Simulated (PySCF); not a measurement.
# Ruthenium: a sound run and one with changed settings

Sound run: Ru [Kr] 4d7 5s1, Ru⁺ [Kr] 4d7. Calculation: PySCF 2.14, in x2c-SVPall; the spin-free X2C one-electron Hamiltonian (Gaussian nucleus). In the sound run the correlated levels freeze [Kr]. The sound run starts from symmetry-adapted Hartree-Fock orbitals and uses a fine grid where one is needed.

Changed run: basis STO-3G, all-electron and non-relativistic. This setting is unsound on purpose.

```tsv
species	method	sound run (hartree)	changed run (hartree)	converged
Ru	UHF	-4527.56940	-4397.52156	yes
Ru	PBE	-4529.50534	-4398.71204	yes
Ru	M06-2X	-4530.22616	-4399.32108	yes
Ru	MP2	-4527.70765	-4397.52310	yes
Ru⁺	UHF	-4527.33776	-4397.40597	yes
Ru⁺	PBE	-4529.22079	-4398.55851	yes
Ru⁺	M06-2X	-4529.96250	-4399.18193	yes
Ru⁺	MP2	-4527.45615	-4397.40674	yes
```

Ionisation energy of Ru:

| method | sound run (eV) | changed run (eV) |
| --- | --- | --- |
| UHF | 6.303 | 3.145 |
| PBE | 7.743 | 4.178 |
| M06-2X | 7.174 | 3.787 |
| MP2 | 6.844 | 3.166 |
| SCS-MP2 | 6.680 | 3.169 |

A minimal basis cannot let orbitals breathe on ionisation and holds almost no correlation. The Hamiltonian changed with the basis, so the totals do not compare.

For comparison, NIST gives 7.361 eV between the lowest levels.
